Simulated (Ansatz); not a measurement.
Harmonic frequencies (cm⁻¹) at PBE0-D4/def2-TZVP from Ansatz: 75, 131, 174, 197, 208, 231, 297, 349, 476, 553, 582, 625, 667, 774, 843, 905, 935, 940, 988, 1014, 1082, 1154, 1200, 1274, 1406, 1480, 1499, 2240, 2256, 2268, 2349, 2594, 2690, 3056, 3132, 3142.

(1) Which molecule is it?
A. `[AlH2][NH][SiH2]O[SiH3]`
B. `BC(C)([SiH3])C#N`
C. `[NH2][Zn][CH]1[CH2][SbH]1`
D. `F[Si@@H]1O[C@H]1[SiH3]`

Answers

(1) B.
